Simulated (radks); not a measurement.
The numbers below are computed, except where a source is named.
All-electron atom: Cs+ in [Kr] 4d10 5p6 4f2 (not the ground configuration). Code: a radial shooting solver on a logarithmic mesh with Libxc functionals. Model: scalar-relativistic Kohn-Sham, PBE, spin-polarised, spherical densities, finite nucleus; open shells are filled with parallel spins first (spin-orbit coupling, left out, can overturn this in heavy ions); Fermi nuclear charge, rms radius 4.8041 fm.

Local quantities along the radius. ELF = 1/(1 + alpha^2) is the electron localisation function; alpha = (tau - tau_W)/tau_unif compares the Pauli kinetic energy density with that of the uniform gas (summed over spins); r v_xc is r times the local exchange-correlation potential of spin up (hartree bohr); 4 pi r^2 rho is in e/bohr. tau is taken from the large components.

r (bohr),ELF,alpha,r v_xc,4 pi r^2 rho
0.00106,0.999,0.02370,-0.1069,2.488
0.001449,0.999,0.02404,-0.1213,4.222
0.001979,0.999,0.02524,-0.1427,7.052
0.002703,0.999,0.02763,-0.1719,11.53
0.003664,0.999,0.03176,-0.2088,18.09
0.005006,0.998,0.03912,-0.2557,27.64
0.006838,0.997,0.05246,-0.3112,40.01
0.009268,0.994,0.07756,-0.3711,53.53
0.01266,0.983,0.1328,-0.4327,65.73
0.0173,0.934,0.2668,-0.4856,71.71
0.02363,0.730,0.6089,-0.5210,69.12
0.03203,0.398,1.229,-0.5407,63.36
0.04375,0.346,1.374,-0.5917,66.33
0.05977,0.605,0.8083,-0.7464,82.71
0.08166,0.750,0.5774,-0.8750,93.51
0.1107,0.566,0.8761,-0.8973,80.69
0.1512,0.327,1.434,-0.8928,67.18
0.2065,0.612,0.7968,-1.113,77.28
0.2822,0.754,0.5706,-1.210,69.94
0.3824,0.339,1.397,-1.020,36.41
0.5225,0.354,1.352,-1.066,27.79
0.7138,0.770,0.5467,-1.299,30.79
0.9673,0.567,0.8736,-1.169,17.52
1.322,0.210,1.939,-0.9436,7.303
1.805,0.491,1.019,-1.020,4.954
2.466,0.508,0.9845,-0.9453,2.626
3.343,0.099,3.025,-0.7120,0.7853
4.567,0.016,7.750,-0.5639,0.2296
6.239,0.013,8.777,-0.5437,0.1194
8.523,0.006,12.38,-0.4421,0.05114
11.55,0.001,26.21,-0.3875,0.01224
15.78,0.000,112.4,-0.2344,0.001010

On this mesh the ELF has minima near r = 0.038, 0.15, 0.45, 1.3 bohr, which separate the shells, and maxima near 0.0011 (1.00), 0.082 (0.75), 0.28 (0.75), 0.71 (0.77), 2.1 (0.59).
